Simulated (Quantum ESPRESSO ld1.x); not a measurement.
Q: These are the eigenvalues of the occupied orbitals of an atom or ion with whole-number occupations (hartree). All-electron calculation, Dirac Kohn-Sham, PBE, spin-unpolarised, spherical densities, point nucleus. Program: ld1.x of Quantum ESPRESSO 7.5.

| orbital | eigenvalue |
|---|---|
| 1s1/2 | -654.769 |
| 2s1/2 | -90.7051 |
| 2p1/2 | -83.0287 |
| 2p3/2 | -79.8735 |
| 3s1/2 | -14.8636 |
| 3p1/2 | -12.0063 |
| 3p3/2 | -11.5040 |
| 3d3/2 | -6.46809 |
| 3d5/2 | -6.37634 |
| 4s1/2 | -1.99968 |
| 4p1/2 | -1.23468 |
| 4p3/2 | -1.16954 |
| 5s1/2 | -0.16263 |
| 4d3/2 | -0.13380 |

Which element is it, and in what charge state? The configuration may be excited. Open shells, if any, fill j = l - 1/2 first.

A: Z = 40, zirconium, charge 0: Zr in [Kr] 4d2 5s2. The list shows which subshells hold electrons but not how many an open one holds; the 1s level, -654.77 hartree, gives Z - s = 36.2 by -(Z - s)^2/2, which with screening and relativity narrows Z to a few neighbours, and the depths of the outer levels then fix element, charge and occupations together.
